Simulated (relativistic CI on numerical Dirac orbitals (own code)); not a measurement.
Transition arrays of Cs¹⁸⁺

Calculated at this level of theory: Dirac-Coulomb-Breit CI, orbitals from a KLI potential per configuration, model QED (radiative potential, 1s self-energy scaled to tabulated hydrogen-like ionisation energies), valence Slater integrals scaled by 0.9, whole transition arrays (own radial code, finite nucleus).

CI space (outside the closed core [Ar] 3d10 4s2): 4p6 4d, 4p6 4f, 4p5 4d2, 4p6 5p, 4p6 5f. Levels of other configurations are missing.

All E1 lines from the levels of 4p6 4d; mean and standard deviation are weighted by gf, and upper levels are sorted by their leading configuration.

| Upper configuration | Lines | Σgf | Mean (eV) | Mean (nm) | σ (eV) | Strongest line (nm) |
| --- | --- | --- | --- | --- | --- | --- |
| 4p5 4d2 | 63 | 57.3 | 120.67 | 10.274 | 6.13 | 10.072 |
| 4p6 5p | 3 | 1.1 | 169.03 | 7.335 | 1.73 | 7.295 |
| 4p6 5f | 3 | 1.2 | 251.01 | 4.939 | 1.46 | 4.962 |

Σgf per state of the lower configuration in bins of 0.2 nm over the central range (centre: value): 4.9: 0.12, 7.3: 0.06, 7.5: 0.04, 9.9: 0.79, 10.1: 3.16, 10.3: 1.33, 10.5: 0.07, 12.1: 0.03, 12.3: 0.10.

Q: How do configuration mixing and the scaling of the Slater integrals move the arrays?

A: Slater scale 0.9, no configuration mixing: 4p6 4f 108.0 ± 1.4 eV (Σgf 7.3), 4p5 4d2 117.6 ± 7.9 eV (Σgf 47.7), 4p6 5p 169.1 ± 1.7 eV (Σgf 1.3), 4p6 5f 251.0 ± 1.5 eV (Σgf 1.4); Slater scale 1: 4p5 4d2 123.1 ± 6.1 eV (Σgf 58.5), 4p6 5p 169.0 ± 1.7 eV (Σgf 1.1), 4p6 5f 251.0 ± 1.5 eV (Σgf 1.2); Slater scale 0.8: 4p6 4f 118.0 ± 2.5 eV (Σgf 10.4), 4p5 4d2 118.3 ± 6.8 eV (Σgf 45.8), 4p6 5p 169.0 ± 1.7 eV (Σgf 1.1), 4p6 5f 251.0 ± 1.5 eV (Σgf 1.2). With mixing, levels are counted to their leading configuration, so an array can shrink or vanish into another, and the sums then hold other lines.
